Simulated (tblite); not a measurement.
C6H5FO.
Cartesian coordinates in Å at the GFN2-xTB level; atoms count from 1:
```xyz
13
C6H5FO angstrom
C      3.142    0.908   -0.038
C      2.399   -0.031    0.059
C      1.561   -1.153    0.175
C      0.227   -1.065    0.184
F     -0.510   -2.192    0.299
O     -0.460    0.071    0.086
C     -1.828    0.087    0.106
C     -2.487    1.229    0.012
H      3.785    1.732   -0.123
H      2.019   -2.125    0.261
H     -2.323   -0.871    0.201
H     -1.968    2.165   -0.081
H     -3.560    1.244    0.027
```

Computed with GFN2-xTB (tblite): harmonic, unscaled wavenumbers at the GFN2-xTB geometry, gas phase. The method is semi-empirical: single wavenumbers can be off by several per cent or more. One conformer, not necessarily the lowest.

Harmonic wavenumbers (cm⁻¹): 58.1, 85.4, 94.3, 154.8, 210.8, 322.5, 389.4, 397.2, 488.8, 524.6, 584.0, 630.0, 661.8, 675.5, 765.2, 826.6, 836.1, 984.6, 990.3, 1065.5, 1139.0, 1169.7, 1290.4, 1314.1, 1367.3, 1686.5, 1688.6, 2257.7, 3062.2, 3099.2, 3136.7, 3177.9, 3401.6.

A = 3338, B = 1335, C = 953.9 MHz; mass 112.032 u (most abundant isotopes); point group Cs, symmetry number 1.

**Question.** What is the zero-point energy?

**Answer.** ½Σν̃ = 19268 cm⁻¹ = 230.50 kJ/mol.

**Question.** What is S at 350 K and 1 bar for an ideal gas of classical rigid rotors and harmonic oscillators?

**Answer.** Translation 171.04, rotation 122.14, vibration 116.71: S = 409.9 J/(mol K).

**Question.** And Cp and H(350 K) − H(0)?

**Answer.** Cp = 150.54 J/(mol K), of which vibrations give 117.28 (their classical limit is 33 R = 274.4); H(350 K) − H(0) = 32.95 kJ/mol without the zero-point energy, 21.31 from vibrations.

**Question.** What must be added to the electronic energy to get the Gibbs energy at 350 K and 1 bar?

**Answer.** ZPE + [H(350 K) − H(0)] − T·S = 230.50 + 32.95 − 143.46 = 119.99 kJ/mol.

**Question.** Blend soft modes into free rotors: weight 1/[1 + (100 cm⁻¹/ν̃)⁴] for the oscillator and the rest for a rotor with moment μB/(μ + B), μ = h/(8π²ν), B = 10⁻⁴⁴ kg m². What vibrational entropy results?

**Answer.** 107.34 J/(mol K) in place of 116.71, which changes −T·S at 350 K by +3.28 kJ/mol.

**Question.** How do the functions run with temperature in this model?

**Answer.** 
```
T (K)  S (J/(mol K))  Cp (J/(mol K))  H − H(0) (kJ/mol)  G − H(0) (kJ/mol)  ln q(vib)
  100          280.9            69.8               5.11             -22.99       1.39
  200          339.5           103.5              13.75             -54.15       3.54
  300          387.8           136.2              25.77             -90.57       5.66
  500          469.7           184.9              58.26            -176.60       9.79
  800          566.7           226.8             120.64            -332.70      15.45
 1000          619.3           244.4             167.86            -451.43      18.83
```

q(vib) and H(0) count from the zero-point level.

Hindered rotation and anharmonicity are outside this model. Other conformers, if any are populated, would add a mixing term that is left out.
